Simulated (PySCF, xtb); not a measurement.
C2H3F2, SMILES F[C](F)C (connectivity only; charge and spin as stated), charge +1, multiplicity 1.

GFN2-xTB in xtb at its own geometry gives an orbital gap of 4.10 eV.

Geometry: PBE-D3(BJ)/def2-SVP. The multiplicity is an assumed one; other spin states were not compared. The isomer is the one that the SMILES or the coordinates give; other isomers of the formula were not compared.

### Question
What does ωB97X/def2-TZVPD (PySCF) give? (Estimate from the structure and the level; the computed values follow.)

### Answer
gap 13.96 eV (levels -21.21 and -7.24 eV).
